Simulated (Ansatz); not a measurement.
`[NH2][AlH][BH]F`, charge 0, multiplicity 1.

Task: Give a relaxed structure at PBE0-D4/def2-TZVP (the Gaussian-basis code of Ansatz). (Best estimate.)

Result: Ansatz gave: 
Cartesian coordinates in Å:
```
N -0.8390 1.3054 0.5211
Al 0.6392 0.3814 0.2135
B 0.3975 -1.5816 -0.6767
F -0.8342 -2.0311 -0.8970
H -0.8805 2.2277 0.9246
H -1.7682 0.9750 0.3134
H 2.0150 1.0703 0.6126
H 1.2702 -2.3471 -1.0115
```
Point group Cs.
